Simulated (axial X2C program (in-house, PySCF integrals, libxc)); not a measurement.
## Spin–orbit effects down a group: molecules with Br (ions), TPSSh

All values come from calculations with an in-house relativistic program for diatomic molecules, spin-free (one-electron X2C) or two-component (2c: spin–orbit coupling with atomic mean-field Coulomb and Gaunt terms, which also bring small scalar terms), in Dyall basis sets with cores contracted in-house; open shells are unrestricted.

Basis sets: Br dyall-cv3z, K dyall-cv3z, Li dyall-cv3z, Na dyall-cv3z.

```
molecule   spin-free state  Re (Å)  ωe (cm⁻¹)  De (eV)  2c state  Re 2c (Å)  ωe 2c (cm⁻¹)  De 2c (eV)
   LiBr⁺  M_S = 1/2, Λ = 1   2.518      305.4     0.53   Ω = 3/2      2.519         305.4        0.64
   NaBr⁺  M_S = 1/2, Λ = 1   2.917      142.7     0.29   Ω = 3/2      2.917         142.8        0.39
    KBr⁺  M_S = 1/2, Λ = 1   3.390       83.7     0.13   Ω = 3/2      3.390          83.8        0.23
```

Q: Work out the shifts from the spin-free to the two-component result.

A: 

| molecule | 2c state | ΔRe (Å) | Δωe (cm⁻¹) | ΔDe (eV) |
| --- | --- | --- | --- | --- |
| LiBr⁺ | Ω = 3/2 | 0.001 | 0.0 | 0.11 |
| NaBr⁺ | Ω = 3/2 | 0.000 | 0.1 | 0.10 |
| KBr⁺ | Ω = 3/2 | 0.000 | 0.1 | 0.10 |

Shifts of one unit in the last digit are rounding.

Fragments in 2c: Br + Li+, Br + Na+, Br + K+. Each entry is the lowest single determinant of a limited PBE0 search at one distance. De goes to single-determinant-based atoms at the same level (for ions the charge split of lowest energy) and is withheld (n/a) where an atom does not fit its ground term or J level. Main or longest-lived isotopes. One determinant is a doubtful description, or other states lie close, for NaBr⁺, KBr⁺; these need not be ground states, and all values refer to the states named. The functionals have no current term, which raises determinants with orbital currents. Where the atoms have a lower orbital projection than the molecule, De at mean-field level may be about a tenth of an eV too small.
